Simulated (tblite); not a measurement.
Species: C9H11B.
Atom-mapped SMILES: `[CH3:1][C:2]#[C:3][BH:4][C@H:5]1[CH2:6][CH2:7][C:8]12[CH:9]=[CH:10]2` (hydrogens: H11, H12, H13 on C1; H14 on B4; H15 on C5; H16, H17 on C6; H18, H19 on C7; H20 on C9; H21 on C10)

Structure used (GFN2-xTB), in Å, numbered top down from 1:
```
atom  x, y, z in Å
C1     3.8442    0.1993   -1.1868
C2     2.6895   -0.1044   -0.3735
C3     1.7221   -0.3593    0.3062
B4     0.5164   -0.6752    1.1373
C5    -0.8630   -0.8787    0.4050
C6    -2.1883   -0.7319    1.1908
C7    -2.6471    0.3971    0.2517
C8    -1.3345    0.2677   -0.5098
C9    -0.5232    1.3419   -1.1492
C10   -1.0688    0.4769   -1.9607
H11    3.6664    1.1140   -1.7530
H12    4.0209   -0.6138   -1.8914
H13    4.7300    0.3310   -0.5650
H14    0.6136   -0.7535    2.3039
H15   -0.8298   -1.8181   -0.1587
H16   -2.0553   -0.4158    2.2234
H17   -2.8250   -1.6144    1.1744
H18   -3.5341    0.1651   -0.3386
H19   -2.7964    1.3616    0.7375
H20    0.0794    2.2038   -0.9989
H21   -1.2259    0.1236   -2.9509
```

Computed with GFN2-xTB (tblite): harmonic, unscaled wavenumbers at the GFN2-xTB geometry, gas phase. Against measured fundamentals such values can be off by several per cent, at times by over 20. Modes of hydrogen on boron can be 10 to 20 % off. One conformer, not necessarily the lowest. The optimisation stopped once no atom felt more than 0.01 eV/Å.

Lowest wavenumbers of the output (negative numbers stand for imaginary wavenumbers):
```
mode    cm-1
  1     -32.1
  2      26.5
  3      43.3
  4      64.8
  5     143.9
  6     172.3
  7     237.6
  8     275.5
  9     336.5
 10     352.1
```

**Question.** Is this structure a minimum?

**Answer.** Not by this Hessian. 1 mode is imaginary beyond 20i (32i cm⁻¹), so at this level the point lies at or near a first-order saddle. The curvature is small, so loose convergence or finite differences may be the whole cause.

**Question.** Which atoms move in the imaginary mode?

**Answer.** 32i: H11 (methyl hydrogen) 33 %, H12 (methyl hydrogen) 33 %, H13 (methyl hydrogen) 32 %. These are shares of the mass-weighted motion.

**Question.** What is the remedy?

**Answer.** Step along that mode in both directions, optimise again with tighter thresholds and repeat the frequencies. The zero-point energy of this point (104.1 kcal/mol) counts the 56 real modes alone, and thermal corrections from it aren't those of a minimum.
